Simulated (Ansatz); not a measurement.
Start from `N[SiH2]C(F)[TeH]` and change one atom or group to get `O[SiH2]C(F)[TeH]`.

Ansatz, PBE0-D4/def2-TZVP geometries, multiplicity 1. Each molecule was computed in one conformer, which needn't be the lowest.

Elements past krypton have def2 core potentials.

```tsv
property	`N[SiH2]C(F)[TeH]`
HOMO energy (ωB97M-V/def2-TZVPP) / eV	-8.67
HOMO energy (B3LYP/def2-TZVPP) / eV	-6.34
LUMO energy (PBE/def2-TZVPP) / eV	-1.67
HOMO energy (PBE0/def2-TZVPP) / eV	-6.56
HOMO–LUMO gap (ωB97M-V/def2-TZVPP) / eV	9.59
size of the dipole moment (ωB97M-V/def2-TZVPP) / D	2.53
```

(1) Give the same properties after the change, and the shifts. (Best estimate.)

Answers

(1) Ansatz gave: 
```
                                          property  `O[SiH2]C(F)[TeH]`  shift
             HOMO energy (ωB97M-V/def2-TZVPP) / eV               -8.96  -0.29
               HOMO energy (B3LYP/def2-TZVPP) / eV               -6.63  -0.29
                 LUMO energy (PBE/def2-TZVPP) / eV               -1.93  -0.26
                HOMO energy (PBE0/def2-TZVPP) / eV               -6.85  -0.29
           HOMO–LUMO gap (ωB97M-V/def2-TZVPP) / eV                9.66   0.07
size of the dipole moment (ωB97M-V/def2-TZVPP) / D                1.64  -0.89
```

With PBE0 the HOMO falls by 0.29 eV and the LUMO falls by 0.24 eV, so the gap widens by about 0.05 eV. PBE moves the HOMO by -0.30 eV and ωB97M-V by -0.29 eV. Dipoles are sizes alone; their direction can turn.

B3LYP here is the variant with VWN-RPA as its local correlation; programs differ in this.

Spin–orbit coupling is left out; it splits and shifts lone-pair levels of the heavy atoms by tenths of an eV.
